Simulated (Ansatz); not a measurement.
`C[SiH2][SiH](F)[SiH3]` and `CC[SiH](F)[SiH3]` differ in one atom or group.

Ansatz, PBE0-D4/def2-TZVP geometries, multiplicity 1. Each molecule was computed in one conformer, which needn't be the lowest.

```json
{"property": "HOMO energy (B3LYP/def2-TZVPP) / eV", "`C[SiH2][SiH](F)[SiH3]`": "-7.47"}
{"property": "size of the dipole moment (PBE/def2-TZVPP) / D", "`C[SiH2][SiH](F)[SiH3]`": "1.32"}
{"property": "LUMO energy (PBE0/def2-TZVPP) / eV", "`C[SiH2][SiH](F)[SiH3]`": "-0.88"}
{"property": "HOMO–LUMO gap (ωB97M-V/def2-TZVPP) / eV", "`C[SiH2][SiH](F)[SiH3]`": "10.50"}
{"property": "LUMO energy (ωB97M-V/def2-TZVPP) / eV", "`C[SiH2][SiH](F)[SiH3]`": "0.88"}
{"property": "HOMO–LUMO gap (PBE/def2-TZVPP) / eV", "`C[SiH2][SiH](F)[SiH3]`": "4.83"}
```

Question: What does the change do to each property? (Best estimate.)

Answer: Ansatz gave: 
```
                                      property  `CC[SiH](F)[SiH3]`  shift
           HOMO energy (B3LYP/def2-TZVPP) / eV               -7.77  -0.30
size of the dipole moment (PBE/def2-TZVPP) / D                1.61   0.29
            LUMO energy (PBE0/def2-TZVPP) / eV               -0.23   0.65
       HOMO–LUMO gap (ωB97M-V/def2-TZVPP) / eV               11.56   1.06
         LUMO energy (ωB97M-V/def2-TZVPP) / eV                1.54   0.66
           HOMO–LUMO gap (PBE/def2-TZVPP) / eV                5.68   0.85
```

With PBE0 the HOMO falls by 0.30 eV and the LUMO rises by 0.65 eV, so the gap widens by about 0.95 eV. PBE moves the HOMO by -0.22 eV and ωB97M-V by -0.39 eV. Dipoles are sizes alone; their direction can turn.

B3LYP here is the variant with VWN-RPA as its local correlation; programs differ in this.
